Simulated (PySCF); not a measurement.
C2H4OSe, SMILES C1OC[Se]1. Atoms are numbered in the order given.

```xyz
8

C      0.0000     1.1056     0.8501
O      0.0000     0.0000     1.7369
C      0.0000    -1.1056     0.8501
Se     0.0000     0.0000    -0.8203
H      0.9119     1.7353     0.9486
H     -0.9119     1.7353     0.9486
H     -0.9119    -1.7353     0.9486
H      0.9119    -1.7353     0.9486
```
Charge 0, spin multiplicity 1.

The structure is a stationary point at PBE-D3(BJ)/def2-SVP. This is a generated structure with no PubChem entry under its InChIKey; it may be hypothetical.

These are TDA-PBE/def2-SVPD (PySCF) values and carry that method's errors.

Vertical excitations. Gas-phase values at a fixed geometry. State labels are in the subgroup C2v.

```json
[
 {"state": "S1", "symmetry": "A2", "energy (eV)": "3.26", "λ (nm)": "380", "f": "0.000", "main pairs": "HOMO→LUMO 99 %"},
 {"state": "S2", "symmetry": "A2", "energy (eV)": "4.46", "λ (nm)": "278", "f": "0.000", "main pairs": "HOMO−1→LUMO 100 %"},
 {"state": "S3", "symmetry": "B1", "energy (eV)": "4.63", "λ (nm)": "268", "f": "0.006", "main pairs": "HOMO→LUMO+1 98 %"},
 {"state": "S4", "symmetry": "B1", "energy (eV)": "5.30", "λ (nm)": "234", "f": "0.016", "main pairs": "HOMO→LUMO+2 99 %"},
 {"state": "S5", "symmetry": "B2", "energy (eV)": "5.53", "λ (nm)": "224", "f": "0.034", "main pairs": "HOMO−2→LUMO 96 %"},
 {"state": "S6", "symmetry": "B1", "energy (eV)": "5.89", "λ (nm)": "210", "f": "0.001", "main pairs": "HOMO−1→LUMO+1 98 %"},
 {"state": "S7", "symmetry": "A1", "energy (eV)": "6.00", "λ (nm)": "207", "f": "0.037", "main pairs": "HOMO→LUMO+3 99 %"},
 {"state": "S8", "symmetry": "A2", "energy (eV)": "6.11", "λ (nm)": "203", "f": "0.000", "main pairs": "HOMO→LUMO+4 100 %"},
 {"state": "S9", "symmetry": "B1", "energy (eV)": "6.22", "λ (nm)": "199", "f": "0.018", "main pairs": "HOMO→LUMO+5 99 %"},
 {"state": "S10", "symmetry": "B1", "energy (eV)": "6.64", "λ (nm)": "187", "f": "0.041", "main pairs": "HOMO−1→LUMO+2 98 %"},
 {"state": "T1", "symmetry": "A2", "energy (eV)": "2.80", "λ (nm)": "442", "f": "0", "main pairs": "HOMO→LUMO 100 %"},
 {"state": "T2", "symmetry": "B1", "energy (eV)": "4.21", "λ (nm)": "294", "f": "0", "main pairs": "HOMO→LUMO+1 100 %"},
 {"state": "T3", "symmetry": "A2", "energy (eV)": "4.33", "λ (nm)": "286", "f": "0", "main pairs": "HOMO−1→LUMO 100 %"},
 {"state": "T4", "symmetry": "B2", "energy (eV)": "4.74", "λ (nm)": "261", "f": "0", "main pairs": "HOMO−2→LUMO 99 %"}
]
```
Triplets are in the Tamm–Dancoff approximation.
